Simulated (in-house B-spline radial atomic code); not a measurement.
Computed with a B-spline radial atomic code. Model: two electrons, singlet ground state, non-relativistic, full CI in B-splines with partial waves to l = 8 (at full coupling up to 3e-4 hartree above the limit, correlation up to 0.6 % small), density held at that of full coupling by Lieb maximisation.

Along the adiabatic connection the electron repulsion is scaled by a coupling λ while a local potential keeps the density fixed. At λ = 0 the system is the Kohn-Sham one and W equals the exchange energy; the exchange-correlation energy is the area under W between 0 and 1. The kinetic energy rises with λ as the electrons avoid each other, with dT/dλ = −λ dW/dλ.

Command:
```bash
python run_ac.py task.json out
```
Settings (lengths in bohr, energies in hartree):
```
potential              dot
strength               0.116
lmax                   8
second                 -1
```

Time taken, with all properties: 44 s on 1 thread of Intel(R) Xeon(R) Processor @ 2.30GHz, with other jobs on the host.

**W = mean repulsion less Hartree energy, and W of three functionals.**

Given: confinement charge in harmonic well; well frequency 0.116 hartree; nuclear charge -1; external potential omega^2 r^2/2 - Z/r.

Computed: LDA exchange minus exact 19.06 millihartree; SCAN exchange minus exact -6.0836 millihartree.

| coupling | W xc (hartree) | W xc minus exchange (millihartree) | kinetic minus Kohn-Sham (millihartree) | LDA (PW92) W minus its exchange (millihartree) | PBE W minus its exchange (millihartree) | SCAN W minus its exchange (millihartree) |
| --- | --- | --- | --- | --- | --- | --- |
| 0 | -0.17287 | 0 | 0 | 0 | 0 | 0 |
| 0.02 | -0.17555 | -2.673 | 0.03 | -8.04 | -3.49 | -1.83 |
| 0.05 | ? | ? | ? | ? | ? | ? |
| 0.12 | -0.18668 | -13.805 | 0.78 | -26.37 | -14.92 | -9.55 |
| 0.25 | ? | ? | ? | ? | ? | ? |
| 0.4 | -0.20488 | -32.009 | 5.18 | -49.9 | -32.82 | -24.21 |
| 0.6 | -0.21182 | -38.945 | 8.59 | -59.41 | -40.69 | -31.14 |
| 0.8 | -0.21639 | -43.514 | 11.76 | -66.31 | -46.57 | -36.36 |
| 1 | -0.21962 | -46.741 | 14.65 | -71.64 | -51.2 | -40.42 |
| 1.4 | -0.2239 | -51.022 | 19.72 | -79.49 | -58.12 | -46.3 |
| 2 | -0.2277 | -54.825 | 26.08 | -87.4 | -65.2 | -51.89 |
| 3 | -0.23126 | -58.381 | 34.79 | -95.73 | -72.76 | -57.1 |
| 4.5 | -0.23418 | -61.308 | 45.55 | -103.25 | -79.66 | -61.03 |
| 7 | -0.23684 | -63.967 | 60.5 | -110.48 | -86.35 | -64.01 |
| 10 | -0.23868 | -65.808 | 75.92 | -115.58 | -91.11 | -65.66 |

**Question.** What belongs in the row 0.05?

**Answer.** W xc (hartree): -0.17926; W xc minus exchange (millihartree): -6.383; kinetic minus Kohn-Sham (millihartree): 0.16; LDA (PW92) W minus its exchange (millihartree): -15.19; PBE W minus its exchange (millihartree): -7.57; SCAN W minus its exchange (millihartree): -4.36.

**Question.** What belongs in the row 0.25?

**Answer.** W xc (hartree): -0.19691; W xc minus exchange (millihartree): -24.035; kinetic minus Kohn-Sham (millihartree): 2.63; LDA (PW92) W minus its exchange (millihartree): -39.67; PBE W minus its exchange (millihartree): -24.71; SCAN W minus its exchange (millihartree): -17.31.

**Question.** What is the PBE exchange minus exact?

**Answer.** -1.0114 millihartree.

**Energy parts, natural occupations and partial-wave weights.**

Computed: total energy 1.0740 hartree; exchange energy -0.17287 hartree; kinetic part of the DFT correlation energy 0.014651 hartree; kinetic part over minus potential part 0.31346; Hartree energy 0.34575 hartree; Kohn-Sham kinetic 0.10694 hartree; Lieb Oxford ratio E_xc over LDA exchange 1.3325.

```json
{"natural": "s", "occupation of the shell (electrons)": "1.7054"}
{"natural": "p", "occupation of the shell (electrons)": "0.29292"}
{"natural": "s", "occupation of the shell (electrons)": "0.0012973"}
{"natural": "d", "occupation of the shell (electrons)": "0.00021319"}
{"natural": "p", "occupation of the shell (electrons)": "?"}
{"natural": "f", "occupation of the shell (electrons)": "5.4059e-05"}
```

**Question.** What belongs in the row p?

**Answer.** occupation of the shell (electrons): 5.9575e-05.

| wave | weight |
| --- | --- |
| s | 0.85335 |
| p | ? |
| d | 0.00011194 |
| f | 2.9105e-05 |
| g | 7.4916e-06 |

**Question.** What belongs in the row p?

**Answer.** weight: 0.14649.

**Question.** What is the correlation energy?

**Answer.** -0.03209 hartree.

**Question.** What is the initial slope twice GL2?

**Answer.** -0.13765 hartree.

Half-way to full coupling W has made 76 % of its drop, against 50 % for a straight line, and second-order (GL2) theory, half the initial slope, overshoots the correlation energy by about 114 %: correlation is strong. Over couplings 0 to 1 the errors in E_xc come to about +0.8 millihartree for LDA, -2.8 millihartree for PBE, +0.4 millihartree for SCAN. In LDA and SCAN the errors of exchange and correlation have opposite signs, so the sum is smaller than the larger of the two.
